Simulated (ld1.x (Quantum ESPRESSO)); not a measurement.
PBE ultrasoft dataset for B (Z = 5), scalar-relativistic all-electron reference.

```json
{
 "Element": "boron (B)",
 "Generator": "ld1.x (Quantum ESPRESSO) 7.5",
 "Type": "ultrasoft",
 "Functional": "PBE",
 "Relativity": "scalar-relativistic",
 "Frozen core": "[He]",
 "Valence charge": "3",
 "Reference configuration": "2s1 2p2",
 "Partial waves": "2s (bound): rcut 1.30, rcutus 1.80 bohr; 2s channel at -0.3 Ry: rcut 1.30, rcutus 1.80 bohr; 2p (bound): rcut 1.75, rcutus 2.00 bohr; 2p channel at 3.3 Ry: rcut 1.75, rcutus 2.00 bohr; 3d channel at 0.05 Ry: rcut 1.70, rcutus 2.10 bohr; 3d channel at 1.6 Ry: rcut 1.70, rcutus 2.10 bohr",
 "Local potential": "all-electron potential smoothed inside 1.35 bohr (lloc = -1)",
 "Core correction": "a·sin(br)/r model core inside 1.45 bohr",
 "Augmentation charge": "built from norm-conserving waves at rcut, not smoothed further"
}
```

All-electron outer shells of the reference configuration (PBE, scalar-relativistic, ld1.x):

| shell | level (eV) | outermost node (bohr) | outermost maximum (bohr) |
| --- | --- | --- | --- |
| 1s | -181.74 | – | 0.21 |
| 2s | -9.92 | 0.46 | 1.52 |
| 2p | -4.06 | – | 1.55 |

Problem. Is the overlap operator S = 1 + Σ q|β⟩⟨β| positive definite (Bessel basis up to 400 Ry)?

Solution. No: its lowest eigenvalue is -3.394, in the d channel, so the generalised eigenproblem breaks down once the basis is large enough.

Problem. Tests: 2s2 2p1; 2s2 2p0; 2s1 2p0; 2s2 2p1.3; 2s2 2p0.5; 2s1 2p1; 2s0 2p3. Which has the largest error in its energy relative to the reference configuration, and how large is it?

Solution. 2s1 2p0, with +152 meV (all-electron minus pseudo) on +27.79 eV.

A Bessel basis up to 400 Ry misses an occupied level by 0.31 Ry, so cutoffs and ghosts were not judged. Its overlap operator is not positive definite in a basis up to 400 Ry (lowest eigenvalue d -3.39), so the file is unfit for use: the generalised eigenproblem breaks down once the basis is large enough, and its test numbers describe a broken file.
